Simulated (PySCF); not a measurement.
Compound: C7H9N (charge +1 and doublet state).
Structure used (GFN2-xTB), in Å, numbered top down from 1:
```
atom  x, y, z in Å
N1     2.591   -0.533   -0.621
C2     1.765    0.463   -0.084
C3     0.310    0.186    0.023
C4    -0.488    1.143    0.688
C5    -1.848    0.964    0.801
C6    -2.444   -0.176    0.266
C7    -1.665   -1.126   -0.404
C8    -0.303   -0.952   -0.521
H9     2.325   -1.502   -0.562
H10    3.571   -0.337   -0.739
H11    2.114    0.766    0.928
H12    1.905    1.395   -0.664
H13   -0.022    2.020    1.112
H14   -2.451    1.700    1.309
H15   -3.508   -0.326    0.363
H16   -2.137   -1.993   -0.838
H17    0.277   -1.680   -1.067
```

The hyperfine couplings belong to this conformer and change with its torsions.

Identity: `[NH2+]CC1=CC=CC=C1` [radical] (charge +1).

Computed with PySCF 2.14.0, UKS B3LYP, pcH-1 on C H N, non-relativistic, mean-field spin-orbit, GIAO. Geometry: GFN2-xTB, one conformer, isolated ion. Couplings are sensitive to structure, and on GFN2-xTB geometries they can be far from those on DFT ones, by a factor of two or more for some ions and for spin on atoms past the first row. Stability of the SCF solution: not tested.

Problem. The isotropic 13C couplings, averaged over equivalent nuclei, are -32.0, +13.5, +6.7, -6.5, +0.5 MHz. Assign them to C2; C3; C4/C8; C5/C7; C6.

Solution. 
```tsv
site	a_iso (MHz)	ρ(0) (bohr⁻³)	position	distance from N1 (Å)	spin population	largest |T| (MHz)
C2	-32.0	-0.0284	1 bond from N1	1.40	-0.04	13.4
C3	+6.7	+0.0060	2 bonds from N1	2.48	+0.15	23.6
C4/C8	+0.5	+0.0005	3 bonds from N1	3.33	+0.06	11.7
C5/C7	-6.5	-0.0058	4 bonds from N1	4.60	-0.01	9.1
C6	+13.5	+0.0120	5 bonds from N1	5.12	+0.20	31.7
```

Problem. The isotropic 1H couplings, averaged over equivalent nuclei, are +249.6, -26.8, -23.8, -13.1, -4.8, -0.6 MHz. Assign them to H9; H10; H11/H12; H13/H17; H14/H16; H15.

Solution. 
```csv
site,a_iso (MHz),ρ(0) (bohr⁻³),position,distance from N1 (Å),bound to,spin population there,largest |T| (MHz)
H9,-23.8,-0.0053,1 bond from N1,1.01,N1,+0.43,28.9
H10,-26.8,-0.0060,1 bond from N1,1.01,N1,+0.43,29.5
H11/H12,+249.6,+0.0558,2 bonds from N1,2.06,C2,-0.04,11.6
H13/H17,-4.8,-0.0011,"4 bonds from N1, on C4 of spin population +0.13",3.33,C4/C8,+0.06,4.8
H14/H16,-0.6,-0.0001,5 bonds from N1,5.40,C5/C7,-0.01,3.3
H15,-13.1,-0.0029,"6 bonds from N1, on C6 of spin population +0.20",6.18,C6,+0.20,9.3
```

ρ(0) is the spin density at the nucleus and T the dipolar tensor; entries for several nuclei are means. The Mulliken spin populations are largest on N1 (+0.43), C6 (+0.20), C3 (+0.15) and C4 (+0.13). The positive populations add up to 1.16 and the negative ones to -0.16, together 2S = 1.

The spin density at the nucleus, in bohr⁻³, is negative for C2 (-0.0284), H10 (-0.0060) and C5/C7 (-0.0058), for instance. A restricted open-shell determinant has no negative spin density anywhere; here it arises because α and β orbitals differ (spin polarisation).

Class means assume fast exchange of nuclei equivalent by connectivity; if that motion is slow, each nucleus keeps its own coupling. H9 and H10 aren't averaged: N1 is flat or nearly so (angle sum 356°), and its turn about the short N1–C2 bond (1.40 Å) is taken as slow. The 1H value of +249.6 MHz is a mean of couplings from 207.3 to 291.9 MHz in this one geometry, not an average over conformers. The 13C value of +0.5 MHz is a mean of couplings from -5.8 to 6.9 MHz in this one geometry, not an average over conformers.

N1, the radical centre as drawn in `[NH2+]Cc1ccccc1`, holds a spin population of +0.43 out of 1.

The run took 92 s of wall time (with the writing of density and orbital grids) on one thread, Arm Neoverse V2 (aarch64), shared host with 96 logical CPUs at a one-minute load of 90, and the process peaked at 0.97 GiB of memory.
